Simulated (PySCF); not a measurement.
C5H6F2, SMILES [C@@H]1(C(F)F)CC=C1.

The structure is a stationary point at PBE0-D3(BJ)/def2-SVP. The structure was generated by enumeration; whether it is a known compound was not checked. The values are those of a single conformer.

These are PySCF with PBE/def2-TZVP values and carry that method's errors.

The molecule is in vacuum.

```yaml
total_energy: -393.48450 hartree
highest_occupied_level: -6.38 eV
lowest_empty_level: -1.01 eV
orbital_gap: 5.37 eV
dipole_moment: 0.379 e·Å
quadrupole, principal values (traceless, Buckingham form, about the centre of nuclear charge): -3.89, -2.04, 5.93 D·Å
mean_static_polarisability: 58.4 bohr³ (8.66 Å³)
polarisability_principal_values: 47.7, 60.8, 66.7 bohr³
```
